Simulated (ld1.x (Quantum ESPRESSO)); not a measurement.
## Ranking TM potentials for tin

All share these settings but for the change named:

```
Element                 : Sn
Generator               : ld1.x (Quantum ESPRESSO) 7.5
Type                    : norm-conserving Troullier–Martins (Kleinman–Bylander form)
Functional              : PBEsol
Relativity              : scalar-relativistic
Frozen core             : [Kr]
Valence charge          : 14
Reference configuration : 4d10 5s2 5p0.5 (charge +1.5)
Partial waves           : 5p (bound): rc 2.00 bohr; 4d (bound): rc 1.75 bohr; 5s (bound): rc 1.85 bohr
Local potential         : the s channel
Core correction         : a·sin(br)/r model core inside 1.45 bohr
```

Test errors are all-electron minus pseudo excitation energies from the reference, over 4d10 5s2 5p2; 4d10 5s2 5p1; 4d10 5s2 5p0; 4d10 5s1 5p3; 4d9 5s2 5p2; 4d10 5s1 5p2; 4d10 5s1 5p0. None of these files shows a bound ghost.

The base gives 329.1 meV.

Of 6 variants that were run, those that failed, showed a ghost or another fault, or gave nearly equal values are left out.

A variant can come out equal or close to the base, since the largest error may sit in a test that the change hardly touches while other tests move.

(1) Rank these variants by their largest absolute test error, smallest first.
A. all radii but the core radius scaled by about 1.17 (s 2.16, p 2.34, d 2.06 bohr)
B. all radii but the core radius scaled by about 1.38 (s 2.56, p 2.76, d 2.42 bohr)
C. all radii but the core radius scaled by about 1.05 (s 1.94, p 2.10, d 1.84 bohr)
D. all radii but the core radius scaled by about 1.28 (s 2.36, p 2.56, d 2.24 bohr)

## Answers

(1) B (27.0 meV), D (155.3 meV), A (273.9 meV), C (327.2 meV).
